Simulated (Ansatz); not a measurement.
System: C₂H₄Br₂, charge 0, singlet. C2H4Br2 (SMILES BrC(Br)C).
B3LYP-D3(BJ)/def2-TZVP minimum from Ansatz (a quantum-chemistry and plane-wave program):
```
C
H 1 1.0824
C 1 1.5066 2 113.45
H 3 1.0886 1 110.99 2 -180.00
H 3 1.0910 4 108.84 1 -120.66
H 3 1.0910 4 108.84 5 -118.68
Br 1 1.9632 2 105.03 3 -121.47
Br 1 1.9632 2 105.03 3 121.47
```

Total energies in hartree (Ansatz). Radicals and triplets start from unrestricted determinants; spin-orbit coupling is neglected. Correlated methods leave the cores frozen (noble-gas shells, and filled d and f shells in the p block). No relativity. Where a partner has so few electrons that a lower coupled-cluster level is exact, that level stands in. Spin-orbit terms, left out, reach several kcal/mol for Br and I, and more for heavier atoms.

```csv
species,HF/cc-pVTZ,CCSD(T)/cc-pVTZ,HF/cc-pVQZ,CCSD(T)/cc-pVQZ,CCSD(T)/cc-pVDZ,CCSDT(Q)/cc-pVDZ
"1: C2H4Br2 (1,1-dibromoethane, SMILES CC(Br)Br)",-5223.01395,-5223.76475,-5223.02487,-5223.83195,-5223.41626,-5223.41817
2: C (triplet),-37.69157,-37.78076,-37.69331,-37.78654,-37.76038,-37.76071
3: Br (doublet),-2572.44509,-2572.60263,-2572.44802,-2572.62195,-2572.47590,-2572.47619
4: H (doublet),-0.49981,-0.49981,-0.49995,-0.49995,-0.49928,-0.49928
```

**Question.** Work out the atomisation energy (electronic, to ground-state atoms) in kcal/mol: take Hartree-Fock from cc-pVQZ, extrapolate the CCSD(T) correlation energy as X^-3 (X = 3, 4), and add CCSDT(Q) - CCSD(T) in cc-pVDZ. 1 hartree = 627.51 kcal/mol.

**Answer.** 
Species 1: correlation (64·(-0.80708) - 27·(-0.75080))/37 = -0.84815; step -0.00191; E1 = -5223.02487 + (-0.84815) + (-0.00191) = -5223.87493
Species 2: correlation (64·(-0.09323) - 27·(-0.08919))/37 = -0.09618; step -0.00033; E2 = -37.69331 + (-0.09618) + (-0.00033) = -37.78982
Species 3: correlation (64·(-0.17393) - 27·(-0.15754))/37 = -0.18589; step -0.00029; E3 = -2572.44802 + (-0.18589) + (-0.00029) = -2572.63420
Species 4: correlation (64·(0.00000) - 27·(0.00000))/37 = 0.00000; step +0.00000; E4 = -0.49995 + (0.00000) + (+0.00000) = -0.49995
-1·E1 +2·E2 +2·E3 +4·E4 = 1.02709 hartree = 644.5 kcal/mol.
